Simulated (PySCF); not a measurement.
Isomers of C4H9PSi2, mass 143.998 u with the commonest isotopes. Level of theory: B3LYP/def2-SVPD in PySCF (dipole) on a GFN2-xTB geometry, gas phase. One conformer each, none proved a minimum here; rigid rotors.

Question: Order these by rotational constant A, smallest first.
A. `[CH:1]#[C:2][SiH2:3][Si@@H:4]([PH2:5])[CH:6]=[CH2:7]` with C2–Si3–Si4–P5 83°, Si3–Si4–P5–H 47° and -46°, Si3–Si4–C6–C7 99°
B. `[CH:1]#[C:2]/[C:3]([SiH3:4])=[CH:5]\[SiH2:6][PH2:7]` with C3–C5–Si6–P7 70°, C5–Si6–P7–H 47° and -46°
C. `[CH:1]#[C:2][SiH2:3]/[CH:4]=[CH:5]/[SiH2:6][PH2:7]` with C2–Si3–C4–C5 0°, C4–C5–Si6–P7 -1°, C5–Si6–P7–H -77° and -170°
D. `[CH:1]#[C:2][SiH2:3]/[CH:4]=[CH:5]\[SiH2:6][PH2:7]` with C2–Si3–C4–C5 66°, C4–C5–Si6–P7 -95°, C5–Si6–P7–H -41° and 52°
E. `[CH:1]#[C:2][C:3](=[CH2:4])[SiH2:5][PH:6][SiH3:7]` with C2–C3–Si5–P6 178°, C3–Si5–P6–Si7 -81°
F. `C#CC1(C)[SiH2]P[SiH2]1`
G. `[CH:1]#[C:2]/[C:3](=[CH:4]/[SiH3:5])[SiH2:6][PH2:7]` with C2–C3–Si6–P7 101°, C3–Si6–P7–H -73° and -166°

Answer: G (1247 MHz), A (1703 MHz), D (1791 MHz), F (2162 MHz), B (2341 MHz), E (2869 MHz), C (3190 MHz).

Question: Order these by rotational constant C, largest first.
A. `[CH:1]#[C:2]/[C:3](=[CH:4]/[SiH3:5])[SiH2:6][PH2:7]` with C2–C3–Si6–P7 101°, C3–Si6–P7–H -73° and -166°
B. `[CH:1]#[C:2][C:3](=[CH2:4])[SiH2:5][PH:6][SiH3:7]` with C2–C3–Si5–P6 178°, C3–Si5–P6–Si7 -81°
C. `[CH:1]#[C:2][SiH2:3]/[CH:4]=[CH:5]/[SiH2:6][PH2:7]` with C2–Si3–C4–C5 0°, C4–C5–Si6–P7 -1°, C5–Si6–P7–H -77° and -170°
D. `[CH:1]#[C:2][SiH2:3][Si@@H:4]([PH2:5])[CH:6]=[CH2:7]` with C2–Si3–Si4–P5 83°, Si3–Si4–P5–H 47° and -46°, Si3–Si4–C6–C7 99°
E. `[CH:1]#[C:2]/[C:3]([SiH3:4])=[CH:5]\[SiH2:6][PH2:7]` with C3–C5–Si6–P7 70°, C5–Si6–P7–H 47° and -46°
F. `[SiH2]1P[SiH2]C1(C)C#C`

Answer: F (1030 MHz), A (708.1 MHz), B (667.7 MHz), E (650.7 MHz), D (633.4 MHz), C (482.3 MHz).

Question: Order these by radius of gyration √(Σ m r²/M), smallest first.
A. `[CH:1]#[C:2]/[C:3](=[CH:4]/[SiH3:5])[SiH2:6][PH2:7]` with C2–C3–Si6–P7 101°, C3–Si6–P7–H -73° and -166°
B. `[CH:1]#[C:2]/[C:3]([SiH3:4])=[CH:5]\[SiH2:6][PH2:7]` with C3–C5–Si6–P7 70°, C5–Si6–P7–H 47° and -46°
C. `C#CC1(C)[SiH2]P[SiH2]1`
D. `[CH:1]#[C:2][SiH2:3]/[CH:4]=[CH:5]/[SiH2:6][PH2:7]` with C2–Si3–C4–C5 0°, C4–C5–Si6–P7 -1°, C5–Si6–P7–H -77° and -170°
E. `[CH:1]#[C:2][C:3](=[CH2:4])[SiH2:5][PH:6][SiH3:7]` with C2–C3–Si5–P6 178°, C3–Si5–P6–Si7 -81°

Answer: C (2.015 Å), A (2.306 Å), E (2.390 Å), B (2.416 Å), D (2.707 Å).

```csv
SMILES,point group,Ia (u·Å²),Ib (u·Å²),Ic (u·Å²),κ,μa (D),μb (D),μc (D)
C#C[SiH2]/C=C/[SiH2]P,–,158.41,904.81,1047.82,-0.94,0.26,0.73,0.43
C#C/C([SiH3])=C\[SiH2]P,C1,215.86,688.56,776.61,-0.90,0.99,0.22,0.10
C#C[SiH2][Si@@H](P)C=C,C1,296.81,599.48,797.84,-0.61,0.09,0.55,0.11
C#CC(=C)[SiH2]P[SiH3],C1,176.16,711.41,756.93,-0.96,0.12,0.27,0.34
C#CC1(C)[SiH2]P[SiH2]1,Cs,233.73,444.51,490.80,-0.81,0.46,0.00,0.23
C#C/C(=C/[SiH3])[SiH2]P,C1,405.12,413.09,713.70,0.91,0.22,0.54,0.16
C#C[SiH2]/C=C\[SiH2]P,C1,282.21,517.27,717.21,-0.50,0.54,0.51,0.80
```
